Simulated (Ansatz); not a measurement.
Relaxation of the cluster B2P2 with RKS PBE0-D4/def2-TZVP.

```sh
$ ansatz run in.yaml --threads 4 --pin off --events-out ev --progress --plain --max-ram 3916MiB
```

```yaml
crystal:
  periodic: [false, false, false]
  atoms:
    - {symbol: B, position_ang: [-1.090710, 0.165260, 0.209250]}
    - {symbol: B, position_ang: [0.085340, 1.119210, 0.029320]}
    - {symbol: P, position_ang: [1.483900, 0.154120, -0.271820]}
    - {symbol: P, position_ang: [-0.478520, -1.438590, 0.033250]}
basis:
  gaussian: {orbitals: def2-TZVP}
hamiltonian: {xc: pbe0, dispersion: d4}
scf: {lower_state_search: "off"}
output: {orbitals: {seedname: orbitals}}
relax: {f_tol: 0.02, max_steps: 100}
```

It took 17 s on 4 threads of Arm Neoverse V2 on a shared host.

Positions (Å) and forces (eV/Å) at steps 1, 2, 3, 4, 5, 6, 7, 8, 9, 10, 11, 13, 14, 15, 16, 17, 18, 19, 20, 22 of 22:

```xyz
4
step=1 energy=-19917.3573 eV
B    -1.091    0.165    0.209   -1.196   -1.076    0.173
B     0.085    1.119    0.029    1.298    0.945   -0.198
P     1.484    0.154   -0.272    0.159    0.237   -0.024
P    -0.479   -1.439    0.033   -0.262   -0.106    0.048
4
step=2 energy=-19917.4048 eV
B    -1.104    0.152    0.207   -0.354   -0.308    0.031
B     0.102    1.129    0.031    0.377    0.277   -0.037
P     1.502    0.173   -0.277    0.052    0.069   -0.019
P    -0.500   -1.454    0.039   -0.076   -0.039    0.024
4
step=3 energy=-19917.4121 eV
B    -1.113    0.147    0.188    0.001    0.019   -0.066
B     0.112    1.132    0.049   -0.007   -0.012    0.068
P     1.510    0.183   -0.290   -0.011   -0.008   -0.039
P    -0.509   -1.462    0.053    0.017    0.000    0.037
4
step=4 energy=-19917.4319 eV
B    -1.127    0.146    0.117    0.353    0.335   -0.173
B     0.129    1.129    0.119   -0.378   -0.302    0.179
P     1.508    0.193   -0.334   -0.177   -0.152   -0.072
P    -0.510   -1.467    0.097    0.203    0.120    0.066
4
step=5 energy=-19917.4389 eV
B    -1.141    0.150   -0.040    1.332    0.827    0.266
B     0.157    1.107    0.273   -1.174   -1.029   -0.303
P     1.482    0.204   -0.424   -0.764   -0.472    0.220
P    -0.499   -1.461    0.191    0.605    0.674   -0.182
4
step=6 energy=-19917.6409 eV
B    -1.131    0.174   -0.083    0.959    0.719    0.095
B     0.139    1.094    0.318   -0.946   -0.736   -0.098
P     1.410    0.140   -0.431   -0.584   -0.454    0.058
P    -0.418   -1.408    0.196    0.571    0.471   -0.055
4
step=7 energy=-19917.7077 eV
B    -1.097    0.236   -0.210    0.868   -0.144    0.506
B     0.093    1.046    0.448   -0.175   -0.742   -0.671
P     1.263    0.020   -0.475    0.651    1.267   -0.149
P    -0.259   -1.303    0.237   -1.345   -0.381    0.314
4
step=8 energy=-19917.8141 eV
B    -1.072    0.204   -0.190   -0.009    0.732    0.002
B     0.114    1.020    0.417   -0.693    0.166    0.165
P     1.297    0.096   -0.480    0.383   -0.387   -0.284
P    -0.339   -1.321    0.252    0.320   -0.511    0.117
4
step=9 energy=-19917.8297 eV
B    -1.079    0.220   -0.186    0.127   -0.113    0.041
B     0.100    1.031    0.418    0.068   -0.136   -0.088
P     1.308    0.083   -0.482   -0.222    0.011    0.114
P    -0.329   -1.334    0.250    0.027    0.239   -0.068
4
step=10 energy=-19917.8305 eV
B    -1.070    0.222   -0.201    0.035   -0.107    0.071
B     0.098    1.019    0.431    0.080   -0.040   -0.099
P     1.298    0.085   -0.491   -0.142   -0.013    0.122
P    -0.327   -1.327    0.260    0.027    0.160   -0.095
4
step=11 energy=-19917.8316 eV
B    -1.072    0.221   -0.189   -0.108   -0.019   -0.080
B     0.098    1.024    0.420    0.060    0.080    0.091
P     1.296    0.079   -0.481    0.077    0.021   -0.060
P    -0.322   -1.323    0.249   -0.029   -0.082    0.049
4
step=13 energy=-19917.8355 eV
B    -1.051    0.215   -0.194    0.101   -0.039    0.010
B     0.100    1.046    0.427   -0.024    0.101    0.022
P     1.281    0.080   -0.483   -0.046   -0.023   -0.011
P    -0.330   -1.341    0.250   -0.031   -0.038   -0.021
4
step=14 energy=-19917.8450 eV
B    -1.030    0.210   -0.194    0.184   -0.055    0.014
B     0.101    1.069    0.430   -0.028    0.188    0.029
P     1.264    0.079   -0.483   -0.112   -0.037   -0.005
P    -0.335   -1.357    0.246   -0.044   -0.096   -0.038
4
step=15 energy=-19917.8812 eV
B    -0.985    0.198   -0.194    0.320   -0.042    0.042
B     0.101    1.117    0.436   -0.044    0.295    0.006
P     1.231    0.074   -0.481   -0.237   -0.069    0.030
P    -0.347   -1.390    0.239   -0.039   -0.184   -0.078
4
step=16 energy=-19917.9845 eV
B    -0.879    0.172   -0.190    0.251    0.179    0.273
B     0.099    1.234    0.447   -0.231    0.136   -0.174
P     1.151    0.061   -0.475   -0.115   -0.239    0.095
P    -0.371   -1.467    0.218    0.096   -0.076   -0.195
4
step=17 energy=-19917.9794 eV rejected
B    -0.803    0.152   -0.140   -0.475    0.392    0.320
B     0.093    1.361    0.416   -0.316   -0.449   -0.182
P     1.096    0.033   -0.441    0.572   -0.300   -0.041
P    -0.385   -1.546    0.164    0.219    0.357   -0.097
4
step=18 energy=-19918.0088 eV
B    -0.870    0.161   -0.141    0.225    0.415   -0.031
B     0.097    1.287    0.409   -0.164   -0.009   -0.003
P     1.148    0.046   -0.445   -0.220   -0.140    0.009
P    -0.375   -1.494    0.178    0.159   -0.265    0.026
4
step=19 energy=-19918.0191 eV
B    -0.849    0.169   -0.134    0.032   -0.133   -0.003
B     0.091    1.316    0.404   -0.030    0.043    0.051
P     1.126    0.031   -0.436    0.011   -0.064   -0.033
P    -0.368   -1.516    0.166   -0.014    0.154   -0.015
4
step=20 energy=-19918.0173 eV rejected
B    -0.843    0.169   -0.154   -0.089   -0.005    0.087
B     0.086    1.305    0.423    0.046    0.004   -0.093
P     1.123    0.030   -0.450    0.037    0.023    0.068
P    -0.367   -1.504    0.181    0.006   -0.021   -0.062
4
step=22 energy=-19918.0198 eV
B    -0.848    0.168   -0.138    0.001   -0.004    0.000
B     0.089    1.315    0.409    0.004    0.000   -0.001
P     1.126    0.029   -0.440   -0.006    0.001    0.003
P    -0.367   -1.511    0.169    0.001    0.003   -0.002
```

The restricted singlet is unstable towards broken spin symmetry in Hartree–Fock (as tested in another run); at PBE0-D4/def2-TZVP this wasn't settled. Another isomer (triplet) lies 1.51 eV lower at PBE0-D4/def2-TZVP; other spin states weren't run for this one.
